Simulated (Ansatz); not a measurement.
Job for Ansatz (an electronic-structure program): R-BLYP/def2-TZVPP on C2H11NSi2 (SMILES C[SiH](C)N[SiH3]).

Ansatz 0.2 input:
```yaml
crystal:
  periodic: [false, false, false]
  atoms:
    - {symbol: Si, position_ang: [-0.60783810, -0.40252999, -0.53052940]}
    - {symbol: N, position_ang: [1.00210186, -0.79663637, 0.04140085]}
    - {symbol: Si, position_ang: [2.37120788, 0.24680970, 0.30928957]}
    - {symbol: C, position_ang: [-0.74291060, 1.47149683, -0.60041876]}
    - {symbol: C, position_ang: [-1.90805372, -1.13809355, 0.61356755]}
    - {symbol: H, position_ang: [-0.83309478, -0.96438426, -1.90157505]}
    - {symbol: H, position_ang: [1.20296547, -1.78785329, 0.15444330]}
    - {symbol: H, position_ang: [2.86335516, 0.91235924, -0.93686683]}
    - {symbol: H, position_ang: [2.05539361, 1.33633991, 1.28066453]}
    - {symbol: H, position_ang: [3.47438182, -0.59208575, 0.86177678]}
    - {symbol: H, position_ang: [-0.61656404, 1.91701961, 0.39953537]}
    - {symbol: H, position_ang: [0.01525111, 1.91045012, -1.26922059]}
    - {symbol: H, position_ang: [-1.73360163, 1.76831242, -0.98095555]}
    - {symbol: H, position_ang: [-1.80411622, -2.23363274, 0.68375521]}
    - {symbol: H, position_ang: [-1.81340365, -0.72360073, 1.63040052]}
    - {symbol: H, position_ang: [-2.92507416, -0.92407118, 0.24493251]}
basis:
  gaussian:
    orbitals: def2-TZVPP
hamiltonian:
  xc: {name: BLYP}
scf: {lower_state_search: off}
```

It printed:

```
WARN ansatz: RAYON_NUM_THREADS=4 ignored (pool sized by the plan → 4); use --threads N
Functional definition: BLYP
these checks for a lower state are left out or cut short: stability, starts, cluster_reference, orbital_swaps, neighbouring_geometries, increment
integrals: 0.37 GiB planned
1740 factors; their error is unknown
mean field: 2.30 GiB planned
mean field evaluation 1: about -19474.4073 eV, gradient 1.1e2 eV
mean field evaluation 2: about -19410.0199 eV, gradient 1.8e2 eV
mean field evaluation 4: about -19499.4402 eV, gradient 2.0e1 eV
mean field evaluation 8: about -19500.3560 eV, gradient 2.6e-1 eV
mean field evaluation 16: about -19500.3063 eV, gradient 4.4e-4 eV
mean field -19500.30631358 eV, -716.6230392417 hartree, gradient 2.5e-6 eV, S^2 0.000000; 0 other end points of the search recorded, 0 dependent functions left out
reference -19500.30676986 eV, -716.6230560098 hartree; 29, 29 occupied and 302, 302 virtual orbitals, 1740 factors
Total energy: -19500.30676986 eV, -716.6230560098 hartree
Checks for a lower state left out: stability, starts, cluster_reference, orbital_swaps, neighbouring_geometries, increment
```

The calculation finished and met its thresholds.

Cost: very roughly 6 core-seconds.
